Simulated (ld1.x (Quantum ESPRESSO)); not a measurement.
# Ranking PAW potentials for Si

All share these settings but for the change named:

- Element: Si
- Generator: ld1.x (Quantum ESPRESSO) 7.5
- Type: PAW
- Functional: BP86
- Relativity: scalar-relativistic
- Frozen core: [Ne]
- Valence charge: 4
- Reference configuration: 3s2 3p0 (charge +2)
- Partial waves: 3s (bound): rcut 1.20, rcutus 1.65 bohr; 3s channel at 2.15 Ry: rcut 1.20, rcutus 1.65 bohr; 3p (bound, empty): rcut 1.80, rcutus 2.10 bohr; 3p channel at -0.55 Ry: rcut 1.80, rcutus 2.10 bohr
- Local potential: all-electron potential smoothed inside 1.50 bohr (lloc = -1)
- Core correction: Bessel-smoothed model core inside 1.25 bohr
- Augmentation charge: PSQ, inside the norm-conserving radii

Cutoff: the first of the cutoffs (Ry, on a coarse ladder) from which the occupation-weighted sum of valence levels, in a spherical-Bessel basis at the reference potential, stays within 10 and 1 mRy of its value at 400 Ry; the density cutoff is not measured.

The base gives 12 Ry.

Of 11 variants that were run, those that failed, showed a ghost or another fault, or gave nearly equal values are left out.

A variant can come out equal or close to the base.

Task: Rank these variants from softest to hardest (loose cutoff).
A. all radii but the core radius scaled by about 0.92 (s 1.52, p 1.94 bohr, rcut 1.12/1.66); local potential all-electron potential smoothed inside 1.38 bohr (lloc = -1)
B. waves 3s (bound): rcut 1.20, rcutus 2.16 bohr; 3s channel at 2.15 Ry: rcut 1.20, rcutus 2.16 bohr
C. reference 3s1 3p3
D. local potential all-electron potential smoothed inside 1.80 bohr (lloc = -1)

Result: B (6 Ry), C (10 Ry), D (12 Ry), A (15 Ry).
